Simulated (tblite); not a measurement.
Q: What does the GFN2-xTB structure of `C[Si]1(C)CC(C#N)=CO1` look like in three dimensions?

A: 
```
atom  x, y, z in Å
C1    -1.4705    1.8075    0.1165
Si2   -0.7192    0.1036   -0.2442
C3    -1.9832   -1.1619   -0.8744
C4     0.9467    0.1350   -1.1969
C5     1.8889   -0.3744   -0.1339
C6     3.2575   -0.5164   -0.3924
N7     4.3740   -0.6190   -0.6425
C8     1.3119   -0.6658    1.0383
O9    -0.0135   -0.4851    1.1636
H10   -2.0096    2.1824   -0.7465
H11   -2.1741    1.7440    0.9407
H12   -0.7155    2.5413    0.3841
H13   -2.4761   -0.7994   -1.7696
H14   -2.7497   -1.3366   -0.1261
H15   -1.5255   -2.1189   -1.1077
H16    0.9800   -0.5150   -2.0718
H17    1.2565    1.1257   -1.5309
H18    1.8127   -1.0407    1.9176
```

Any rigid rotation of these coordinates is as good. Atoms count from 1 in this order. The C–Si distances run from 1.896 Å (Si2–C3, drawn single) to 1.919 Å (Si2–C4, drawn single), a spread of 0.023 Å. The C–C distances run from 1.339 Å (C5=C8, drawn double) to 1.509 Å (C4–C5, drawn single), a spread of 0.170 Å. The 5-membered ring Si2–C4–C5–C8–O9 has internal angles of 93.3° to 118.5°; it is planar, 0.00 Å rms from its mean plane, widest ring torsion 0°. O9 (silyl ether oxygen) is bent (angle 112.5°).

Bonds between heavy atoms (Å): C1–Si2 1.897, Si2–C3 1.896, Si2–C4 1.919, C4–C5 1.509, C5–C6 1.400, C6≡N7 1.149, C5=C8 1.339, C8–O9 1.343, Si2–O9 1.681.

The geometry is computed with GFN2-xTB (gas phase).

Its GFN2-xTB frequencies are all real (lowest 49 cm⁻¹).

Hardware: an Arm Neoverse N1 with one thread, on a shared host. Cost: 1.7 s. That covers the optimisation of the geometry.
